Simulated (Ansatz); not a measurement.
Saddle point of SiNH₇F₂, singlet (SiNH₅ ([NH2][SiH3]) + HF + HF → SiNH₄F ([NH2][SiH2][F]) + HF + H₂; bonds formed: Si1–F7, H2–H8, H6–F9; bonds broken: Si1–H2, H6–F7, H8–F9), PBE0-D4/def2-TZVP structure:

| atom | x (Å) | y (Å) | z (Å) |
| --- | --- | --- | --- |
| Si1 | -0.3310 | -0.6760 | 0.0886 |
| H2 | 1.1523 | -0.3644 | 0.7960 |
| H3 | -0.0871 | -1.5969 | -1.0396 |
| H4 | -0.4737 | -1.5854 | 1.2736 |
| N5 | -1.6792 | 0.3053 | 0.3525 |
| H6 | 1.3286 | 0.9326 | -0.9973 |
| F7 | 0.2208 | 0.7152 | -1.1760 |
| H8 | 1.7468 | 0.1431 | 0.2821 |
| F9 | 2.3401 | 0.8895 | -0.4992 |
| H10 | -2.3011 | 0.1284 | 1.1208 |
| H11 | -1.9166 | 1.1088 | -0.2012 |

Energies are electronic, without zero-point energy. Barriers and step energies count from the start structure reached by relaxing down the imaginary mode; all methods use the PBE0-D4 structures, on which another method's saddle can fall below an end. Ansatz 0.2.0; basis: def2-TZVPP, with def2-QZVPP for the basis limit; cores frozen in the correlated methods. B3LYP uses VWN-RPA correlation. Extrapolation: Hartree–Fock as exp(−7.88 √X), correlation as X^−2.97.

```json
{"method": "SPW92", "barrier (kcal/mol)": "7.92", "step energy (kcal/mol)": "-21.35"}
{"method": "PBE-D4", "barrier (kcal/mol)": "18.44", "step energy (kcal/mol)": "-24.71"}
{"method": "BLYP-D4", "barrier (kcal/mol)": "?", "step energy (kcal/mol)": "-27.59"}
{"method": "r2SCAN-D4", "barrier (kcal/mol)": "?", "step energy (kcal/mol)": "-28.08"}
{"method": "B97M-V", "barrier (kcal/mol)": "24.56", "step energy (kcal/mol)": "-27.88"}
{"method": "PBE0-D4", "barrier (kcal/mol)": "23.42", "step energy (kcal/mol)": "-25.49"}
{"method": "B3LYP-D4", "barrier (kcal/mol)": "25.14", "step energy (kcal/mol)": "-27.92"}
{"method": "r2SCAN0-D4", "barrier (kcal/mol)": "23.48", "step energy (kcal/mol)": "-27.98"}
{"method": "BHLYP-D4", "barrier (kcal/mol)": "30.41", "step energy (kcal/mol)": "-29.10"}
{"method": "CAM-B3LYP-D4", "barrier (kcal/mol)": "24.64", "step energy (kcal/mol)": "-28.27"}
{"method": "wB97X-V", "barrier (kcal/mol)": "25.78", "step energy (kcal/mol)": "-28.22"}
{"method": "wB97M-V", "barrier (kcal/mol)": "24.99", "step energy (kcal/mol)": "-28.52"}
{"method": "B2PLYP", "barrier (kcal/mol)": "26.61", "step energy (kcal/mol)": "-28.78"}
{"method": "PBE-QIDH", "barrier (kcal/mol)": "26.48", "step energy (kcal/mol)": "-27.38"}
{"method": "RPA on PBE", "barrier (kcal/mol)": "27.59", "step energy (kcal/mol)": "-28.43"}
{"method": "HF", "barrier (kcal/mol)": "45.12", "step energy (kcal/mol)": "-31.94"}
{"method": "MP2", "barrier (kcal/mol)": "?", "step energy (kcal/mol)": "-29.30"}
{"method": "CCSD", "barrier (kcal/mol)": "31.27", "step energy (kcal/mol)": "-28.56"}
{"method": "CCSD(T)", "barrier (kcal/mol)": "28.45", "step energy (kcal/mol)": "-28.26"}
```

Task: Fill in the withheld barriers. (An estimate is asked for; the value comes from the calculation.)

Result: Computed: r2SCAN-D4 19.25; MP2 26.79; BLYP-D4 21.77 kcal/mol. Each is the energy of the saddle less that of the start structure, by the same method.

For comparison, the barrier by CCSD(T) at an estimated basis limit (MP2 extrapolated from triple and quadruple zeta, plus CCSD(T) − MP2 in triple zeta) is 28.41 kcal/mol.

No T1 diagnostic of these runs exceeds 0.012.

Labels in which every atom is bracketed show which atoms are joined, not bond orders.

For scale, one of the runs: CCSD(T)/def2-TZVPP, 233 basis functions, launched by `ansatz run in.yaml --threads 4 --pin off --events-out ev --progress --plain --max-ram 9574MiB`. The run took 110 s on 4 CPU threads of an Arm Neoverse V2 (shared host), with 4.3 GiB of host memory at its peak.
